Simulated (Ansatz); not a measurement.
`C[Si](O)(O)F` → CH₃OH + `O[Si]F` at 500 K and 1 bar (silylene formation by 1,1-elimination).

Computed with Ansatz on PBE0-D4/def2-TZVP structures; ΔE is electronic, products minus reactants. CBS: def2 TZ/QZ extrapolation, frozen cores. One conformer a species, not always the lowest.

```json
{"species": "`C[Si](O)(O)F`", "CCSD(T)/CBS energy (Eh)": "-580.47886", "H − E (kJ/mol)": "228.7", "S (J/(mol·K))": "409.9"}
{"species": "CH₃OH", "CCSD(T)/CBS energy (Eh)": "-115.61226", "H − E (kJ/mol)": "157.0", "S (J/(mol·K))": "265.4"}
{"species": "`O[Si]F`", "CCSD(T)/CBS energy (Eh)": "-464.72370", "H − E (kJ/mol)": "66.8", "S (J/(mol·K))": "297.2"}
```

H − E and S are ideal-gas, rigid-rotor, harmonic terms from PBE0-D4/def2-TZVP, for one conformer and one mirror image of each species. 1 Eh = 2625.50 kJ/mol, R = 8.31446 J/(mol·K).

By hand: ΔE, ΔH, ΔS and ΔG.

ΔE = (-115.61226) + (-464.72370) − (-580.47886) = 0.14290 Eh = 375.2 kJ/mol. Δ(H − E) = 157.0 + 66.8 − 228.7 = -4.9, so ΔH = 370.3 kJ/mol. ΔS = 265.4 + 297.2 − 409.9 = 152.7 J/(mol·K). ΔG = 370.3 − 500 × (152.7)/1000 = 294.0 kJ/mol.

By hand: the equilibrium constant, and the temperature at which ΔG would vanish if ΔH and ΔS stayed fixed.

log₁₀ K = −ΔG/(RT ln 10) = -30.7. ΔG = 0 at ΔH/ΔS = 2425 K.

The number of gas molecules changes by +1, which sets the sign of ΔS. A doubt of 5 kJ/mol in ΔE shifts log₁₀ K by 0.5 here. Other conformers and mirror images would add mixing entropy, several J/(mol·K) or more a flexible species. These are equilibria of isolated gas molecules and say nothing of rates. Largest T1 diagnostic: 0.015 (customary marks: 0.02 for closed shells, 0.045 for open ones).
